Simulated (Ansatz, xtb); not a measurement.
Isomers of C3H10B2N2 in order of energy

3 gas-phase structures of C3H10B2N2, from a drawn sample of its isomers (lower ones may exist). Each was relaxed with GFN2-xTB; where two conformers were screened, the lower at r2SCAN-D4/def2-SVP is listed:

A. `BNBNCC=C`, a singlet
B. `BNBNC1CC1`, a singlet
C. `BN1CCNB1C`, a singlet

Estimate their order in r2SCAN-D4/def2-SVP energy at these geometries, lowest first.

Calculated order at r2SCAN-D4/def2-SVP: C (0.0), A (24.6), B (26.4) kcal/mol.

Energies above the lowest of each column, in kcal/mol; the last columns are at B3LYP/def2-SVP geometries:

```csv
structure,GFN2-xTB,HF/STO-3G,r2SCAN-D4/def2-SVP,B3LYP/def2-SVP,CCSD(T)/def2-SVP + ΔMP2/def2-TZVPP
C,0.0,0.0,0.0,0.0,0.0
A,24.5,55.1,24.6,19.5,20.7
B,18.0,48.7,26.4,24.4,25.6
```

Every level run on C puts it lowest or level with the lowest. Flexible structures stand in one conformer each, not always the lowest. ΔMP2 is the change of the MP2 energy from the smaller to the larger basis.

Programs: Ansatz 0.2.0, xtb 6.7.1.
